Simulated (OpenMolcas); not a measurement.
A calculation on W3+.

```
Program             : OpenMolcas 26.06
Method              : SS-CASPT2, IPEA 0.25 Eh, imaginary shift 0.1 Eh (closed shells correlated: 5s 5p)
Basis               : ANO-RCC-VTZP [8s7p5d3f2g1h]
Scalar Hamiltonian  : DKH2, point nucleus
Active space        : 3 electrons in 5 orbitals (5d)
State averaging     : 2S+1 = 4 even, 10 roots; 2S+1 = 2 even, 40 roots
Spin-orbit coupling : state interaction with AMFI integrals over the reference wave functions, term energies averaged over their components
```

**Question.** Which level of the active space comes out lowest?

**Answer.** 5d³ ⁴F_3/2, with 88 % of that term; it is also the measured ground level.

**Question.** How high does 5d³ ²H_11/2 lie?

**Answer.** 23170 cm⁻¹ above the lowest level; measured 22223 cm⁻¹ above the ground level, so the calculation is off by +4 %.

**Question.** How high does 5d³ ⁴P_5/2 lie?

**Answer.** 18070 cm⁻¹ above the lowest level; measured 17190 cm⁻¹ above the ground level, so the calculation is off by +5 %.

**Question.** How high does 5d³ ²D_5/2(1) lie?

**Answer.** 24460 cm⁻¹ above the lowest level; measured 22766 cm⁻¹ above the ground level, so the calculation is off by +7 %.

**Question.** The level at 19840 cm⁻¹ has J = 3/2. What is it made of, and what is its g factor?

**Answer.** 44 % 5d³ ⁴P_3/2, 44 % 5d³ ²D(1), 7 % 5d³ ²P; g = 1.233, against 1.735 from Landé's formula for the pure leading term.

Measured values: the list in J. Phys. B 45, 035001 (2012).

Term energies are means over components that CASPT2 splits; among the terms shown or strongly mixed into the levels shown the widest spread is 1800 cm-1 (5d³ ²H). The CASPT2 spread within a term exceeds the gap to the next term for 5d³ ⁴P and 5d³ ²P, 5d³ ²H and 5d³ ²D(1), so the order of their levels is uncertain, and so are names and mixing where such terms share a J. Computed and measured levels are paired by configuration, term and J; levels that our copy of the source lacks, or whose pairing is in doubt (as where it misses far off the trend of its configuration), stay unpaired and out of the deviations. Only configurations of the active space appear.

A number in round brackets counts repeated terms of one configuration in the order of the reference energies.
